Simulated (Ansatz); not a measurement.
Ideal-gas functions of AlB₂H₅O (`BB[O][AlH2]`) at 298.15 K and 1 bar, from an Ansatz frequency run at PBE0-D4/def2-TZVP.

Molar mass 69.64 g/mol, point group Cs (symmetry number 1), electronic degeneracy 1, moments of inertia 18.274, 202.8, 208.98 u Å². Harmonic wavenumbers (cm⁻¹, unscaled): 77, 91, 145, 224, 298, 465, 553, 606, 610, 773, 814, 915, 969, 1130, 1187, 1452, 1957, 1968, 2448, 2563, 2629.

Use S(trans) = R[1.5 ln M + 2.5 ln T − 1.1517]; rotational temperatures θ = 24.2544 K / I; S(rot) = R[ln(√π/σ · √(T³/θAθBθC)) + 1.5]; for each mode x = 1.438777 ν̃/T, S = R[x/(eˣ − 1) − ln(1 − e⁻ˣ)] and H = RT x/(eˣ − 1); 1 cm⁻¹ = 0.0119627 kJ/mol; R = 8.31446 J/(mol·K).

Task: By hand: the entropy, in J/(mol·K).

Result: Translation 161.8. Rotation: θ = 1.3273, 0.1196, 0.1161 K, giving 104.9. Vibration, mode by mode: 16.59, 15.22, 11.45, 8.06, 5.98, 3.15, 2.25, 1.84, 1.81, 0.96, 0.82, 0.55, 0.44, 0.23, 0.18, 0.06, 0.01, 0.01, 0.00, 0.00, 0.00, in all 69.6. Electronic 0.0. Sum 336.3 J/(mol·K).

Task: By hand: H − E and G − E in kJ/mol, counted from the electronic energy.

Result: Zero-point energy ½ × 21874 × 0.0119627 = 130.8; thermal vibration 11.0; translation, rotation and pV give 4 RT = 9.9. H − E = 151.7 kJ/mol, and G − E = 151.7 − 298.15 × 336.3/1000 = 51.4 kJ/mol.

Vibration gives 21 % of the entropy, 43.3 J/(mol·K) of it from the modes under 150 cm⁻¹: soft modes count most, and the harmonic formula is weakest for them. The sum counts one conformer and one mirror image; others add a mixing term.
